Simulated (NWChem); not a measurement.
System meant: BeN$_{2}$H$_{4}$; SMILES [NH2][Be][NH2]

Input file for NWChem:

```
start job
memory heap 200 mb stack 900 mb global 1100 mb
geometry units angstroms noautosym nocenter noautoz
  Be     0.000000     0.000000     0.000000
  N      0.000000     0.000000     1.501310
  H     -0.583454     0.583454     2.090711
  H      0.583454    -0.583454     2.090711
  N      0.000000     0.000000    -1.501310
  H     -0.583454    -0.583454    -2.090711
  H      0.583454     0.583454    -2.090711
end
basis spherical
  Be library def2-svp
  N library def2-svp
  H library def2-svp
end
dft
  xc xtpss03 ctpss03
  iterations 150
end
property
  shielding 3 1 2 3
end
task dft property
```

End of the output:

```
 Vector   14  Occ=0.000000D+00  E= 4.660490D-02
              MO Center=  5.1D-08, -5.2D-08, -7.6D-02, r^2= 4.1D+00
   Bfn.  Coefficient  Atom+Function         Bfn.  Coefficient  Atom+Function
  ----- ------------  ---------------      ----- ------------  ---------------
     7      0.560506  1 Be px                 8     -0.560522  1 Be py
     4     -0.306306  1 Be px                 5      0.306314  1 Be py
    25      0.276339  3 H  s                 30     -0.276339  4 H  s
    40     -0.257382  5 N  px                41      0.257381  5 N  py
    37      0.199182  5 N  px                38     -0.199182  5 N  py

 center of mass
 --------------
 x =   0.00000000 y =   0.00000000 z =  -0.00000000

 moments of inertia (a.u.)
 ------------------
         293.246377556133           0.000000000000           0.000000000000
           0.000000000000         293.246377556133           0.000000000000
           0.000000000000           0.000000000000           9.801352958423

     Multipole analysis of the density
     ---------------------------------

     L   x y z        total         alpha         beta         nuclear
     -   - - -        -----         -----         ----         -------
     0   0 0 0     -0.000000    -11.000000    -11.000000     22.000000

     1   1 0 0      0.000000      0.000000      0.000000      0.000000
     1   0 1 0     -0.000000     -0.000000     -0.000000      0.000000
     1   0 0 1     -0.000003     -0.000002     -0.000002      0.000000

     2   2 0 0    -13.402995     -9.132811     -9.132811      4.862626
     2   1 1 0      0.000000      0.000000      0.000000      0.000000
     2   1 0 1     -0.000000     -0.000000     -0.000000      0.000000
     2   0 2 0    -13.402995     -9.132811     -9.132811      4.862626
     2   0 1 1     -0.000000     -0.000000     -0.000000      0.000000
     2   0 0 2     -9.849243    -92.485929    -92.485929    175.122615

          -----------------------------------------
          Chemical Shielding Tensors (GIAO, in ppm)
          -----------------------------------------

 ------------------------------------------------------------------------
  xtpss03: d2 not coded                    0
 ------------------------------------------------------------------------
 ------------------------------------------------------------------------
  current input line :
    24: task dft property
 ------------------------------------------------------------------------
 ------------------------------------------------------------------------
 This error has not yet been assigned to a category
 ------------------------------------------------------------------------
 For more information see the NWChem manual at https://nwchemgit.github.io

0: xtpss03: d2 not coded:Received an Error in Communication
```

Problem. Find the fault in this run and fix the input.

Solution. The program stopped with an error. Cause: this functional's second derivatives, which shieldings need, aren't coded here; the fix takes a hybrid GGA instead. This input runs:
```
start job
memory heap 200 mb stack 900 mb global 1100 mb
geometry units angstroms noautosym nocenter noautoz
  Be     0.000000     0.000000     0.000000
  N      0.000000     0.000000     1.501310
  H     -0.583454     0.583454     2.090711
  H      0.583454    -0.583454     2.090711
  N      0.000000     0.000000    -1.501310
  H     -0.583454    -0.583454    -2.090711
  H      0.583454     0.583454    -2.090711
end
basis spherical
  Be library def2-svp
  N library def2-svp
  H library def2-svp
end
dft
  xc pbe0
  iterations 150
end
property
  shielding 3 1 2 3
end
task dft property
```
It converges to -126.47691 Ha (PBE0/def2-SVP, GIAO).
